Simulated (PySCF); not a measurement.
Computed IR spectrum (relative IR intensity) of a molecule C2H7InO2. Geometry: PBE-D3(BJ)/def2-SVP. The def2 effective core potentials stand for the cores of In; spin–orbit coupling is left out. One conformer was computed; it need not be the lowest. Level of theory: PBE-D3(BJ)/def2-SVP in PySCF. Frequencies are harmonic and unscaled.

Lines under 2 % of the strongest are left out, and lines within 2 cm⁻¹ are merged.

```
ν (cm⁻¹)  relative intensity
--------  ------------------
82                       2.2
117                      4.6
249                      6.8
351                      9.7
378                       56
502                      8.4
523                       22
1071                     100
1092                      75
1150                     7.8
1418                      18
1423                     5.4
1425                      21
1778                      46
2873                      71
2900                      57
2941                      29
2957                      22
2969                      22
2991                     9.6
```

Q: Pick the molecule that these values belong to.
A. C[O][InH][O]C
B. CC[O][InH][OH]
C. C[CH2][In]([OH])[OH]
D. C[O][In]([CH3])[OH]

A: A, C[O][InH][O]C
